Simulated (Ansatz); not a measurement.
Cost and result for the atomization energy of `C[N](C)[SnH]([OH])[F]` (14 atoms, 13 bonds).

```tsv
atom	x (Å)	y (Å)	z (Å)
C1	0.830	-1.238	0.522
N2	0.355	0.059	0.101
C3	0.942	1.156	0.834
Sn4	-1.503	0.229	-0.614
O5	-1.618	-0.948	-2.162
F6	-1.513	2.057	-1.206
H7	0.630	-1.453	1.584
H8	1.916	-1.304	0.376
H9	0.376	-2.032	-0.077
H10	2.030	1.160	0.689
H11	0.757	1.100	1.919
H12	0.559	2.111	0.468
H13	-2.920	-0.006	0.289
H14	-0.841	-0.892	-2.723
```

The species carries charge 0 and has multiplicity 1. Correlated methods include outer-core shells of Sn, which these sets cover unevenly. Sn: def2 effective core potential. The geometry is a stationary point of PBE0-D4/def2-TZVP. It is one conformer, not always the lowest. Program: Ansatz. All runs use 2 threads of an AMD EPYC 7R13 on a shared host and a share of an NVIDIA H100 80 GB. Times are those of one run each, without the atoms' runs, and a repeat can differ threefold. Electronic energies, without spin–orbit coupling; frozen cores. CCSD(T)/CBS adds CCSD(T) − MP2 in def2-TZVPP to the MP2 limit, and its time is that of the two runs behind it. T1 = 0.013. With those shells the extrapolation isn't a true limit. B3LYP takes the VWN-RPA correlation (the form of Gaussian; ORCA's B3LYP/G).

CCSD(T)/CBS is a level of theory with its own doubt, some kJ/mol a heavy atom from the limit and from the frozen cores, so smaller differences don't rank the functionals.

| level | functions | wall time |
| --- | --- | --- |
| PBE-D4/def2-TZVPP (with forces) | 317 | 2.5 s |
| B3LYP-D4/def2-TZVPP (with forces) | 317 | 2.6 s |
| B2PLYP/def2-TZVPP | 317 | 2.7 s |
| PBE0-D4/def2-TZVPP | 317 | 3 s |
| r2SCAN-D4/def2-TZVPP (with forces) | 317 | 3.3 s |
| ωB97X-V/def2-TZVPP | 317 | 3.7 s |
| ωB97M-V/def2-TZVPP (with forces) | 317 | 3.8 s |
| MP2/def2-QZVPP | 607 | 5 s |
| CCSD(T)/def2-TZVPP | 317 | 10 s |
| CCSD(T)/CBS(def2) | – | 15 s |

What atomization energy does each give, and how far from CCSD(T)/CBS? (Estimate.)

Computed: 
| level | atomization (kJ/mol) | difference from CCSD(T)/CBS | per bond |
| --- | --- | --- | --- |
| PBE-D4/def2-TZVPP (with forces) | 5040.8 | 64.7 | 5.0 |
| B3LYP-D4/def2-TZVPP (with forces) | 4934.1 | -42.0 | -3.2 |
| B2PLYP/def2-TZVPP | 4882.4 | -93.7 | -7.2 |
| PBE0-D4/def2-TZVPP | 4922.1 | -54.0 | -4.1 |
| r2SCAN-D4/def2-TZVPP (with forces) | 4934.2 | -41.9 | -3.2 |
| ωB97X-V/def2-TZVPP | 4967.0 | -9.1 | -0.7 |
| ωB97M-V/def2-TZVPP (with forces) | 4948.6 | -27.5 | -2.1 |
| MP2/def2-QZVPP | 4984.1 | 8.0 | 0.6 |
| CCSD(T)/def2-TZVPP | 4819.6 | -156.5 | -12.0 |
| CCSD(T)/CBS(def2) | 4976.1 | 0.0 | 0.0 |

From PBE to PBE0 (25 % exact exchange), in def2-TZVPP and without D4, the atomization energy moves by −114.2 kJ/mol: exact exchange takes away binding that semilocal exchange gives to molecules. In def2-TZVPP, CCSD(T) changes the Hartree–Fock value by +1389.5 kJ/mol (the triples alone add +82.4 kJ/mol) and MP2 by +1459.4 kJ/mol; breaking electron pairs costs correlation energy, which Hartree–Fock lacks. The D4 term adds +48.0 kJ/mol with B3LYP and +25.5 kJ/mol with PBE0; it sums over pairs of atoms, weighted by their polarisabilities, and B3LYP, whose exchange is more repulsive, gets the larger term.

Spin–orbit coupling would lower the free Sn atoms strongly, and the atomization energy with them, by more than many differences here. For some Ge, Se and Sn compounds the MP2-based and the directly extrapolated limit differ by 10 to 25 kJ/mol.
